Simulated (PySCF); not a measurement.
# Radial density of Mg (magnesium, neutral)

HSE06, [Ne] 3s2, closed-shell 1S. Calculation: PySCF 2.14, in aug-cc-pVQZ; no relativity, point nucleus.

```
r (bohr)  4πr²ρ (e/bohr)
 0.00224         0.06524
 0.00377          0.1780
 0.00633          0.4734
  0.0107           1.208
  0.0179           2.872
  0.0301           6.071
  0.0507           10.55
  0.0853           13.33
   0.143           10.61
   0.241           7.316
   0.406           10.32
   0.683           9.354
    1.15           2.830
    1.93          0.7495
    3.25          0.6005
    5.46          0.1146
    9.19        0.002126
```
